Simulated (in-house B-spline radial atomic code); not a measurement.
## PBE hybrid excitations of the boron ion B³⁺

Method: PBE hybrid with 0.7 exact exchange. Computed with a B-spline radial code for spherical atoms: linear response of the closed shell 1s2 with the functional's adiabatic kernel; non-relativistic, point nucleus, no spin-orbit coupling, no double excitations, S, P, D and F terms only.

Command:
```bash
python run_td.py task.json out
```
Settings (radii: box in bohr, nucleus in fm):
```
Z                        5
electrons                2
configuration            1s2
hamiltonian              nr
method                   pbeh
box_radius               23.08
exact_exchange_fraction  0.7
intervals                47
```

Cost of the run: 0.1 s on 1 thread of Arm Neoverse N1 (shared host).

The lowest states, in the order of their Tamm-Dancoff energies; the method's threshold (minus the highest occupied level) is 251.77 eV. Labels give the largest channel, * marks a mixed state, and oscillator strengths are full-response dipole values. Semilocal kernels can invert the small singlet-triplet splittings of Rydberg terms. Energies in eV:

```
     state  full response  Tamm-Dancoff  oscillator strength
1s → 2s 3S         195.98        196.03                    -
1s → 2s 1S         200.46        200.52                    -
1s → 2p 3P         200.59        200.62                    -
1s → 2p 1P         203.37        203.39                0.577
1s → 3s 3S         228.69        228.70                    -
1s → 3s 1S         229.78        229.80                    -
1s → 3p 3P         229.95        229.96                    -
1s → 3p 1P              ?             ?                    ?
1s → 3d 3D         230.79        230.79                    -
1s → 3d 1D         230.82        230.82                    -
1s → 4s 3S         239.16        239.16                    -
1s → 4s 1S         239.59        239.60                    -
1s → 4p 3P         239.67        239.67                    -
1s → 4p 1P              ?             ?                    ?
1s → 4d 3D         240.00        240.00                    -
1s → 4d 1D         240.01        240.01                    -
```

Question: Where does 1s → 3p 1P lie?

Answer: At 230.68 eV in full response, 230.68 eV in Tamm-Dancoff, oscillator strength 0.125.

Question: Where does 1s → 4p 1P lie?

Answer: At 239.97 eV in full response, 239.97 eV in Tamm-Dancoff, oscillator strength 0.0479.

Question: How large is the singlet-triplet splitting of 1s → 2s (S terms) in Tamm-Dancoff?

Answer: 4.49 eV, from the unrounded values.

Question: What polarisabilities and dispersion coefficient does the method give?

Answer: Dipole 0.01979 bohr³, quadrupole 0.003497 bohr⁵, C6 0.002625 hartree·bohr⁶ for two such species.
